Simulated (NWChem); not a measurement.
Polarisability of H$_{6}$Al$_{2}$

```xyz
8

Al     0.0000     0.0000    -1.3040
Al     0.0000     0.0000     1.3040
H      0.0000    -1.1587     0.0000
H     -1.4236     0.0000    -1.9935
H      1.4236     0.0000    -1.9935
H      0.0000     1.1587     0.0000
H     -1.4236     0.0000     1.9935
H      1.4236     0.0000     1.9935
```
Charge 0, spin multiplicity 1.

Program: NWChem. The geometry was optimised at PBE0/def2-SVP, a minimum by its harmonic frequencies.

Basis set: 6-31G*. Static limit. This basis has no diffuse functions, which lowers polarisabilities.

B3LYP has NWChem's definition, with VWN1-RPA local correlation. The Pople sets run with spherical d functions. The structure started from a generated list of species.

Problem. One of these methods gave an isotropic polarisability of 45.38 bohr³. Which?
A. HF
B. B3LYP
C. PBE
D. PBE0

Solution. A, HF. The others give 53.31 (PBE), 51.06 (PBE0), 50.58 (B3LYP).
